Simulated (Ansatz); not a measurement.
Ansatz (a quantum-chemistry and plane-wave program) input (HF/3-21G): The .json file is the Basis Set Exchange's 3-21G.

Ansatz 0.2 input:
```yaml
crystal:
  periodic: [false, false, false]
  atoms:
    - {symbol: O, position_ang: [1.72672300, -0.86871500, -0.67641100]}
    - {symbol: C, position_ang: [1.18174900, 0.10347800, -0.25439100]}
    - {symbol: C, position_ang: [-0.31702500, 0.12818000, 0.11483300]}
    - {symbol: F, position_ang: [-0.44622200, 0.46472800, 1.41214200]}
    - {symbol: F, position_ang: [-0.91571300, -1.03781800, -0.08897600]}
    - {symbol: F, position_ang: [-0.93666200, 1.07162700, -0.61928200]}
    - {symbol: H, position_ang: [1.68524700, 1.07293500, -0.08631900]}
basis:
  gaussian:
    orbitals: 3-21G.json
hamiltonian:
  xc: {name: HF}
relax: {f_tol: 0.003, max_steps: 120}
```

From the output:

```
relax step   2: F+E_penalty+E_count = -12164.11957594 eV  Δ(F+E_penalty+E_count) = -3.162e-2 eV  max|allowed force component| = 5.069e-1 eV/Å  Δτ_max = 0.0315 Å  (42 SCF iters, accepted)
these checks for a lower state are left out or cut short: starts, cluster_reference, orbital_swaps, neighbouring_geometries, increment
integrals: 0.01 GiB planned
677 factors; integrals over basis functions are off by at most 6.3e-4 eV
mean field: 0.13 GiB planned
mean field evaluation 32: about -12164.1249 eV, gradient 1.5e-4 eV
mean field -12164.12486525 eV, -447.0233436580 hartree, gradient 7.6e-6 eV, S^2 0.000000; 0 other end points of the search recorded, 0 dependent functions left out
the calculation of the forces begins
reference -12164.12486525 eV, -447.0233436580 hartree; 24, 24 occupied and 32, 32 virtual orbitals, 677 factors
relax step   3: F+E_penalty+E_count = -12164.12486525 eV  Δ(F+E_penalty+E_count) = -5.289e-3 eV  max|allowed force component| = 4.956e-2 eV/Å  Δτ_max = 0.0120 Å  (42 SCF iters, accepted)
these checks for a lower state are left out or cut short: starts, cluster_reference, orbital_swaps, neighbouring_geometries, increment
integrals: 0.01 GiB planned
677 factors; integrals over basis functions are off by at most 6.3e-4 eV
mean field: 0.13 GiB planned
mean field -12164.12495410 eV, -447.0233469231 hartree, gradient 7.6e-6 eV, S^2 0.000000; 0 other end points of the search recorded, 0 dependent functions left out
the calculation of the forces begins
reference -12164.12495410 eV, -447.0233469231 hartree; 24, 24 occupied and 32, 32 virtual orbitals, 677 factors
relax step   4: F+E_penalty+E_count = -12164.12495410 eV  Δ(F+E_penalty+E_count) = -8.885e-5 eV  max|allowed force component| = 1.807e-2 eV/Å  Δτ_max = 0.0021 Å  (42 SCF iters, accepted)
these checks for a lower state are left out or cut short: starts, cluster_reference, orbital_swaps, neighbouring_geometries, increment
integrals: 0.01 GiB planned
677 factors; integrals over basis functions are off by at most 6.3e-4 eV
mean field: 0.13 GiB planned
mean field -12164.12496841 eV, -447.0233474491 hartree, gradient 7.6e-6 eV, S^2 0.000000; 0 other end points of the search recorded, 0 dependent functions left out
the calculation of the forces begins
reference -12164.12496841 eV, -447.0233474491 hartree; 24, 24 occupied and 32, 32 virtual orbitals, 677 factors
relax step   5: F+E_penalty+E_count = -12164.12496841 eV  Δ(F+E_penalty+E_count) = -1.431e-5 eV  max|allowed force component| = 3.947e-3 eV/Å  Δτ_max = 0.0013 Å  (42 SCF iters, accepted)
these checks for a lower state are left out or cut short: starts, cluster_reference, orbital_swaps, neighbouring_geometries, increment
integrals: 0.01 GiB planned
677 factors; integrals over basis functions are off by at most 6.3e-4 eV
mean field: 0.13 GiB planned
mean field evaluation 64: about -12164.1250 eV, gradient 7.6e-6 eV
mean field -12164.12496950 eV, -447.0233474893 hartree, gradient 7.6e-6 eV, S^2 0.000000; 0 other end points of the search recorded, 0 dependent functions left out
the calculation of the forces begins
reference -12164.12496950 eV, -447.0233474893 hartree; 24, 24 occupied and 32, 32 virtual orbitals, 677 factors
relax step   6: F+E_penalty+E_count = -12164.12496950 eV  Δ(F+E_penalty+E_count) = -1.092e-6 eV  max|allowed force component| = 2.078e-3 eV/Å  Δτ_max = 0.0003 Å  (42 SCF iters, accepted)
integrals: 0.01 GiB planned
677 factors; integrals over basis functions are off by at most 6.3e-4 eV
mean field: 0.13 GiB planned
mean field -12164.12496950 eV, -447.0233474893 hartree, gradient 7.6e-6 eV, S^2 0.000000; 1 other end points of the search recorded, 0 dependent functions left out
the calculation of the forces begins
reference -12164.12496950 eV, -447.0233474893 hartree; 24, 24 occupied and 32, 32 virtual orbitals, 677 factors
Total energy: -12164.12496950 eV, -447.0233474893 hartree
Atom 0 at     1.712164    -0.870741    -0.673501 Å, force    -0.000220    -0.000480    -0.000091 eV/Å
Atom 1 at     1.165166     0.107970    -0.249045 Å, force     0.000089     0.001309     0.000370 eV/Å
Atom 2 at    -0.297681     0.133234     0.111673 Å, force     0.000399    -0.002078    -0.000717 eV/Å
Atom 3 at    -0.434418     0.473645     1.409518 Å, force    -0.000129     0.000333     0.000313 eV/Å
Atom 4 at    -0.891755    -1.045382    -0.097020 Å, force    -0.000018     0.000587     0.000180 eV/Å
Atom 5 at    -0.923832     1.079275    -0.617657 Å, force    -0.000206     0.000428    -0.000005 eV/Å
Atom 6 at     1.648452     1.056414    -0.082372 Å, force     0.000084    -0.000099    -0.000050 eV/Å
Dipole moment:     0.196063     0.364127     0.061450 e Å
```

The geometry given is a B3LYP-D3(BJ)/def2-TZVP minimum.
